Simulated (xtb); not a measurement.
AgF, charge -1, doublet, geometry from GFN2-xTB (such geometries of metal compounds can be far from the true shape) (the multiplicity is a formal guess); GFN1-xTB with ALPB(water) (xtb).

The xtb input:
```
$ xtb mol.xyz --gfn 1 --chrg -1 --uhf 1 --alpb water --json

# file mol.xyz
2

Ag    -0.00000000    -0.00000000    -0.38161718
F      0.00000000     0.00000000     1.99288972
```

It wrote (shortened):

```
   ID    Z sym.   atoms
    1   47 Ag     1
    2    9 F      2

           -------------------------------------------------
          |                Calculation Setup                |
           -------------------------------------------------

           -------------------------------------------------
          |                 G F N 1 - x T B                 |
           -------------------------------------------------

      * Solvation model:               ALPB
        Solvent                        water
        Parameter file                 internal GFN1-xTB/ALPB
        Dielectric constant                8.0200E+01
        Reference state                gsolv [1 M gas/solution]
        Free energy shift                  4.2456E-03 Eh       2.6642E+00 kcal/mol
        Temperature                        2.9815E+02 K
        Density                            1.0000E+00 kg/L
        Solvent mass                       1.8000E+01 g/mol
        Interaction kernel             P16
        Born radius scaling (c1)           1.9452E+00
        Born radii integrator          GBOBC
        Born offset                        0.0000E+00 a0       0.0000E+00 AA
        H-bond correction              true
        Ion screening                  false
        Surface tension                    1.0000E-05 Eh       1.5569E+01 dyn/cm
        Grid points                               230 per atom

          ...................................................
          :                      SETUP                      :
          :.................................................:
          :  # basis functions                  14          :
          :  # atomic orbitals                  13          :
          :  # shells                            5          :
          :  # electrons                        19          :
          :  # halogen bonds                     0          :
          :  max. iterations                   250          :
          :  Hamiltonian                  GFN1-xTB          :
          :  restarted?                      false          :
          :  GBSA solvation                   true          :
          :  PC potential                    false          :
          :  electronic temp.          300.0000000     K    :
          :  accuracy                    1.0000000          :
          :  -> integral cutoff          0.2500000E+02      :
          :  -> integral neglect         0.1000000E-07      :
[...]
         :: total energy              -9.221262166555 Eh    ::
[...]
          |                Property Printout                |
           -------------------------------------------------

    * Orbital Energies and Occupations

         #    Occupation            Energy/Eh            Energy/eV
      -------------------------------------------------------------
         1        2.0000           -0.5947497             -16.1840
         2        2.0000           -0.3499563              -9.5228
         3        2.0000           -0.3393371              -9.2338
         4        2.0000           -0.3393371              -9.2338
         5        2.0000           -0.3041389              -8.2760
         6        2.0000           -0.3041389              -8.2760
         7        2.0000           -0.3028826              -8.2419
         8        2.0000           -0.3028826              -8.2419
         9        2.0000           -0.2933345              -7.9820
        10        1.0000           -0.1509103              -4.1065 (HOMO)
        11                         -0.0649147              -1.7664 (LUMO)
        12                         -0.0649147              -1.7664
        13                          0.0123329               0.3356
      -------------------------------------------------------------
                  HL-Gap            0.0859956 Eh            2.3401 eV
             Fermi-level           -0.1650174 Eh           -4.4904 eV

  Mulliken/CM5 charges         n(s)   n(p)   n(d)
     1Ag   -0.15096 -0.12840   0.987  0.170  9.994
     2F    -0.84904 -0.87160   1.950  5.899  0.000

Wiberg/Mayer (AO) data.
largest (>0.10) Wiberg bond orders for each atom

 ---------------------------------------------------------------------------
     #   Z sym  total        # sym  WBO       # sym  WBO       # sym  WBO
 ---------------------------------------------------------------------------
     1  47 Ag   0.286 --     2 F    0.286
     2   9 F    0.286 --     1 Ag   0.286
 ---------------------------------------------------------------------------

 dipole moment from electron density (au)
     X       Y       Z
   0.0000   0.0000  -2.7278  total (Debye):    6.933

           -------------------------------------------------
          | TOTAL ENERGY               -9.221262166555 Eh   |
          | GRADIENT NORM               0.007996057727 Eh/α |
          | HOMO-LUMO GAP               2.340059980753 eV   |
           -------------------------------------------------

normal termination of xtb
```
